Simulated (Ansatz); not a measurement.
Consider the formal exchange of groups at a B–C bond: `BB(C)CCl` + ethane → `BB(C)CC` + `CCl`.

Isolated molecules relaxed with PBE0-D4/def2-TZVP in Ansatz; ΔE leaves out vibrations. CBS: MP2 limit from def2 TZ/QZ plus the TZ coupled-cluster correction, frozen cores. This one scheme is used for every species. Functionals use def2-TZVPP. Each species was taken in one conformer, which may not be the lowest.

`BB(C)CCl`:

```xyz
12

B    -1.570    0.457   -0.567
B    -0.024    0.065   -0.118
C     1.307    0.635   -0.715
C     0.065   -0.966    1.062
Cl   -1.562   -1.390    1.711
H    -2.157    1.394   -0.101
H    -2.168   -0.184   -1.386
H     1.252    0.867   -1.781
H     1.477    1.598   -0.210
H     2.191    0.021   -0.526
H     0.528   -1.900    0.729
H     0.661   -0.598    1.902
```

`CC`:

Z-matrix (Å, degrees):
```
C
C 1 1.519
H 1 1.093 2 111.4
H 1 1.093 2 111.4 3 120.0
H 1 1.093 2 111.4 3 -120.0
H 2 1.093 1 111.4 3 180.0
H 2 1.093 1 111.4 3 -60.0
H 2 1.093 1 111.4 3 60.0
```

`BB(C)CC`:

```xyz
15

B     0.903    0.280    1.580
B     0.107   -0.491    0.352
C     0.063   -2.065    0.301
C    -0.627    0.301   -0.792
C    -0.300    1.778   -0.977
H     2.081    0.510    1.546
H     0.341    0.639    2.580
H    -0.804   -2.453   -0.242
H     0.141   -2.575    1.264
H     0.949   -2.366   -0.277
H    -0.535   -0.245   -1.740
H    -1.692    0.185   -0.527
H     0.747    1.919   -1.259
H    -0.911    2.243   -1.755
H    -0.465    2.339   -0.053
```

`CCl`:

Cartesian coordinates in Å:
```
C 0.036 -0.075 -0.120
Cl -0.407 0.836 1.336
H -0.377 -1.078 -0.042
H 1.121 -0.118 -0.186
H -0.374 0.436 -0.988
```

Problem. Is it downhill or uphill in electronic energy at CCSD(T)/CBS, and by how much? (Best estimate.)

Solution. Computed: Uphill: ΔE = +0.12 eV.

Problem. What do these levels give: PBE-D4, r2SCAN-D4, B2PLYP, PBE0, HF/def2-TZVPP, MP2/def2-TZVPP, HF/def2-QZVPP, MP2/def2-QZVPP, SCS-MP2/def2-QZVPP, HF/CBS(def2), MP2/CBS(def2), CCSD/CBS(def2)? (An estimate is asked.)

Solution. Computed: PBE-D4 0.14, r2SCAN-D4 0.14, B2PLYP 0.13, PBE0 0.13, HF/def2-TZVPP 0.11, MP2/def2-TZVPP 0.13, HF/def2-QZVPP 0.10, MP2/def2-QZVPP 0.13, SCS-MP2/def2-QZVPP 0.12, HF/CBS(def2) 0.10, MP2/CBS(def2) 0.13, CCSD/CBS(def2) 0.11 eV.

Largest T1 diagnostic among the species: 0.011.
